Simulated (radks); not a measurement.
Problem. Neutral promethium: order these configurations by energy. Method: Dirac Kohn-Sham, PBE, spin-unpolarised, spherical densities, finite nucleus; Fermi nuclear charge, rms radius of each element as measured or else 0.836 A^(1/3) + 0.57 fm; computed with a radial shooting solver on a logarithmic mesh with Libxc functionals. Sub-shells are occupied by j as written (lower j first in brackets). [Xe] 4f(5/2: 4, 7/2: 0) 5d(3/2: 1, 5/2: 0) 6s2; [Xe] 4f(5/2: 4, 7/2: 0) 6s2 6p(1/2: 1, 3/2: 0); [Xe] 4f(5/2: 5, 7/2: 0) 5d(3/2: 1, 5/2: 0) 6s1; [Xe] 4f(5/2: 5, 7/2: 0) 6s1 6p(1/2: 1, 3/2: 0); [Xe] 4f(5/2: 5, 7/2: 0) 6s2.

Solution. From the lowest, in eV above it: [Xe] 4f(5/2: 5, 7/2: 0) 6s2 0.000; [Xe] 4f(5/2: 5, 7/2: 0) 5d(3/2: 1, 5/2: 0) 6s1 1.775; [Xe] 4f(5/2: 5, 7/2: 0) 6s1 6p(1/2: 1, 3/2: 0) 2.243; [Xe] 4f(5/2: 4, 7/2: 0) 5d(3/2: 1, 5/2: 0) 6s2 2.391; [Xe] 4f(5/2: 4, 7/2: 0) 6s2 6p(1/2: 1, 3/2: 0) 4.435.
